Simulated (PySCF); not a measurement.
Gas-phase reaction: 2 GeH₃ + 2 GeH₂Cl₂ ⇌ 4 GeHCl + 3 H₂

Energies from PySCF (xtb for GFN2), thermal terms from the rigid-rotor harmonic-oscillator model, ideal gas at 1 bar. † marks an energy on the PBE0/def2-TZVP geometry and frequencies; other levels use their own. CCSD(T) freezes the core. Open shells (unrestricted): GeH₃ (multiplicity 2); the rest are closed-shell singlets. GFN2 has no spin-polarisation term. Ge: all electrons, no relativistic terms. GeH₃, GeHCl: computed as isolated molecules; such fragments, hydroxides, amides, oligomers or adducts are transient or little studied in the gas. CCSD(T) isn't extrapolated to the basis-set limit; its ΔH°(298 K) is 254.5 kJ in def2-SVP and 243.4 kJ in def2-TZVPP. The harmonic model lacks anharmonicity and excited electronic states, which grow with temperature; levels with a mode under 35 cm⁻¹ are left out.

| level | ΔE electronic, kJ | ΔH°(298 K), kJ | ΔS°(298 K), J/K | ΔG°(1600 K), kJ |
|---|---|---|---|---|
| CCSD(T)/def2-TZVPP† | 275 | 243 | 388 | -386 |
| GFN2-xTB | -158 | -191 | 386 | -815 |
| PBE/def2-TZVP† | 192 | 160 | 388 | -469 |
| PBE0/def2-TZVP | 263 | 231 | 388 | -399 |
| ωB97X-V/def2-TZVP† | 266 | 234 | 388 | -395 |
ΔH° is lowest at GFN2-xTB and highest at CCSD(T)/def2-TZVPP†. No reference value is set beside these.
